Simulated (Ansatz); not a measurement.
Calculation: PBE0-D3(BJ)/def2-TZVP run with Ansatz (a first-principles code). No frequencies were computed at this level.

Ansatz 0.2 input:
```yaml
crystal:
  periodic: [false, false, false]
  atoms:
    - { symbol: Br, position_ang: [2.145188, -0.812108, 0.020816] }
    - { symbol: Ga, position_ang: [-0.000197, -0.000436, -0.000786] }
    - { symbol: Br, position_ang: [-0.369033, 2.263568, 0.020891] }
    - { symbol: Br, position_ang: [-1.775959, -1.451024, -0.040922] }
basis:
  gaussian: { orbitals: def2-tzvp }
hamiltonian:
  xc: pbe0
  dispersion: d3bj
relax:
  max_steps: 150
```

Output:

```
Functional definition: PBE0
1368 factors; integrals over basis functions are off by at most 2.6e-4 eV
mean field evaluation 1: about -262489.5422 eV, gradient 2.6e1 eV
mean field evaluation 2: about -262488.4977 eV, gradient 4.0e1 eV
mean field evaluation 4: about -262490.6211 eV, gradient 7.6e-1 eV
mean field evaluation 8: about -262490.6683 eV, gradient 5.3e-2 eV
mean field -262490.66828757 eV, -9646.3541370030 hartree, gradient 6.5e-5 eV, S^2 0.000000; 0 other end points of the search recorded, 0 dependent functions left out
reference -262490.66831465 eV, -9646.3541379980 hartree; 68, 68 occupied and 124, 124 virtual orbitals, 1368 factors
relax step   1: F+E_penalty+E_count = -262490.81002832 eV  Δ(F+E_penalty+E_count) = +0.000e0 eV  max|allowed force component| = 4.709e-1 eV/Å  Δτ_max = 0.0000 Å  (25 SCF iters, accepted)
these checks for a lower state are left out or cut short: starts, cluster_reference, orbital_swaps, neighbouring_geometries, increment
1368 factors; integrals over basis functions are off by at most 2.4e-4 eV
mean field evaluation 16: about -262490.6427 eV, gradient 1.2e-2 eV
mean field -262490.68955697 eV, -9646.3549186389 hartree, gradient 1.8e-5 eV, S^2 0.000000; 0 other end points of the search recorded, 0 dependent functions left out
reference -262490.68958388 eV, -9646.3549196277 hartree; 68, 68 occupied and 124, 124 virtual orbitals, 1368 factors
relax step   2: F+E_penalty+E_count = -262490.83382495 eV  Δ(F+E_penalty+E_count) = -2.380e-2 eV  max|allowed force component| = 3.234e-2 eV/Å  Δτ_max = 0.0351 Å  (31 SCF iters, accepted)
these checks for a lower state are left out or cut short: starts, cluster_reference, orbital_swaps, neighbouring_geometries, increment
1368 factors; integrals over basis functions are off by at most 2.4e-4 eV
mean field -262490.68981837 eV, -9646.3549282452 hartree, gradient 1.4e-5 eV, S^2 0.000000; 0 other end points of the search recorded, 0 dependent functions left out
reference -262490.68984529 eV, -9646.3549292344 hartree; 68, 68 occupied and 124, 124 virtual orbitals, 1368 factors
relax step   3: F+E_penalty+E_count = -262490.83393102 eV  Δ(F+E_penalty+E_count) = -1.061e-4 eV  max|allowed force component| = 7.537e-4 eV/Å  Δτ_max = 0.0023 Å  (25 SCF iters, accepted)
1368 factors; integrals over basis functions are off by at most 2.4e-4 eV
mean field evaluation 32: about -262490.6262 eV, gradient 3.1e0 eV
mean field -262490.68981837 eV, -9646.3549282452 hartree, gradient 1.4e-5 eV, S^2 0.000000; 1 other end points of the search recorded, 0 dependent functions left out
reference -262490.68984529 eV, -9646.3549292344 hartree; 68, 68 occupied and 124, 124 virtual orbitals, 1368 factors
Total energy: -262490.83395794 eV, -9646.3602252767 hartree
Atom 0 at     2.114378    -0.800850     0.020294 Å, force    -0.000754     0.000207    -0.000129 eV/Å
Atom 1 at     0.000045    -0.000054    -0.000111 Å, force     0.000430     0.000311     0.000371 eV/Å
Atom 2 at    -0.363963     2.231352     0.020372 Å, force     0.000044    -0.000752    -0.000128 eV/Å
Atom 3 at    -1.750461    -1.430448    -0.040556 Å, force     0.000280     0.000234    -0.000114 eV/Å
Dipole moment:     0.000033    -0.000078    -0.000080 e Å
```

Cost: very roughly 80 core-seconds.
